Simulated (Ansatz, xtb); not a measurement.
## Relaxing a trial structure of FH4NOSn

The starting geometry of this gas-phase singlet was built from a drawn formula by distance geometry and a force field; its bonds are those of `[O-][NH2+][SnH2][F]`.

```xyz
8

F    -1.8736   -1.0455    0.7153
N     0.8255   -0.8794   -1.1410
O     1.3613   -0.1192   -2.1224
Sn   -1.0819   -0.0095   -0.6867
H     0.6958   -1.8522   -1.4788
H     1.4366   -0.8326   -0.3095
H    -2.0255   -0.0267   -2.1564
H    -0.8133    1.5806   -0.1737
```

Where would you expect an optimisation with r2SCAN-D4/def2-SVP to take it?

It rearranges to `N[O][SnH2][F]`. Contacts that open: N2–Sn4 (2.15 → 2.73 Å). Contacts that close: O3–Sn4 (2.84 → 2.00 Å).

The energy falls by 1.35 eV over 21 steps:

```json
{"step": "1", "E − E(last) (eV)": "1.351"}
{"step": "3", "E − E(last) (eV)": "0.958"}
{"step": "5", "E − E(last) (eV)": "0.624"}
{"step": "8", "E − E(last) (eV)": "0.366"}
{"step": "10", "E − E(last) (eV)": "0.279"}
{"step": "12", "E − E(last) (eV)": "0.218"}
{"step": "14", "E − E(last) (eV)": "0.153"}
{"step": "17", "E − E(last) (eV)": "0.015"}
{"step": "19", "E − E(last) (eV)": "0.001"}
{"step": "21", "E − E(last) (eV)": "0.000"}
```

Final geometry (Å):

```yaml
atoms:
  - { symbol: F, position_ang: [-2.0792, -1.0945, 0.1427] }
  - { symbol: N, position_ang: [1.1974, -0.9826, -0.7554] }
  - { symbol: O, position_ang: [0.2832, -0.7120, -1.8467] }
  - { symbol: Sn, position_ang: [-1.2270, 0.2557, -0.9647] }
  - { symbol: H, position_ang: [1.2219, -2.0060, -0.6962] }
  - { symbol: H, position_ang: [2.1134, -0.7235, -1.1347] }
  - { symbol: H, position_ang: [-2.3454, 0.6331, -2.2016] }
  - { symbol: H, position_ang: [-0.6396, 1.4452, 0.1034] }
```

From the same start GFN2-xTB ends elsewhere, differing in N2–Sn4 (2.55 against 2.73 Å here), O3–Sn4 (3.29 against 2.00 Å here), O3–H7 (0.97 against 2.97 Å here), Sn4–H7 (3.01 against 1.71 Å here).

The end wasn't checked by frequencies. Atoms past krypton carry core potentials, without spin–orbit terms. Run with Ansatz 0.2.0, 44 s on 1 thread of Intel(R) Xeon(R) 6975P-C (Granite Rapids), with other jobs on the host.
